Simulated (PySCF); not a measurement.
**Radiative rates from a computed spectrum**

Species: C2H11Ge2N.
InChI=1S/C2H11Ge2N/c1-2-4-5-3/h5H,2,4H2,1,3H3

Level of theory: PySCF 2.14.0, density-fitted response routines, TDDFT PBE0/def2-SVPD, vertical, gas phase, core orbitals frozen in the response. Geometry: PBE0-D3(BJ)/def2-SVP, one conformer, isolated molecule. The PBE0/def2-SVPD calculation is non-relativistic and has no spin–orbit coupling, an omission that weighs most on germanium. Torsions of this conformer, `[CH3:1][CH2:2][GeH2:3][NH:4][GeH3:5]`: C1–C2–Ge3–N4 55°, C2–Ge3–N4–Ge5 69°.

Computed singlets with f of 0.002 or more:

```json
{"state": "S1", "λ (nm)": "223.0", "f": "0.0071"}
{"state": "S2", "λ (nm)": "200.4", "f": "0.018"}
{"state": "S3", "λ (nm)": "187.3", "f": "0.011"}
{"state": "S4", "λ (nm)": "181.4", "f": "0.030"}
{"state": "S5", "λ (nm)": "178.1", "f": "0.017"}
{"state": "S6", "λ (nm)": "172.4", "f": "0.0080"}
{"state": "S7", "λ (nm)": "170.4", "f": "0.010"}
{"state": "S8", "λ (nm)": "166.4", "f": "0.015"}
{"state": "S9", "λ (nm)": "164.5", "f": "0.017"}
{"state": "S10", "λ (nm)": "159.1", "f": "0.020"}
```

Task: Give A, τ, |μ| and ∫σ dE for each state.

Result: A / s⁻¹ = 0.6670 f (ν̃ / cm⁻¹)² and τ = 1/A in vacuum; |μ| follows from f = (2/3) ΔE |μ|² (atomic units, 1 au = 2.5417 D); ∫σ dE = 109.76 f Mb·eV.

```tsv
state	A (s⁻¹)	τ	|μ| (D)	∫σ dE (Mb·eV)
S1	9.5×10⁶	100 ns	0.58	0.78
S2	3.1×10⁷	33 ns	0.89	2
S3	2.2×10⁷	46 ns	0.67	1.3
S4	6.1×10⁷	16 ns	1.08	3.3
S5	3.6×10⁷	27 ns	0.81	1.9
S6	1.8×10⁷	56 ns	0.54	0.88
S7	2.3×10⁷	44 ns	0.60	1.1
S8	3.7×10⁷	27 ns	0.74	1.7
S9	4.3×10⁷	23 ns	0.78	1.9
S10	5.3×10⁷	19 ns	0.83	2.2
```

The rates are for emission to S0 at the absorption energy, with no other channel.

Task: How much energy does a mole of photons resonant with S4 carry?

Result: 6.833 eV × 96.485 = 659 kJ/mol (158 kcal/mol).

Task: By what factor does the largest A in the list exceed the smallest?

Result: S4 has 6.4 times the rate of S1.

Task: Suppose S1 emitted 0.3 eV lower with the same transition dipole. How would A change?

Result: At fixed |μ|, A goes as the cube of the energy: (5.26/5.56)³ = 0.85, which makes τ about 120 ns.

All these states lie below the vertical ionisation energy of 8.57 eV (ΔSCF).
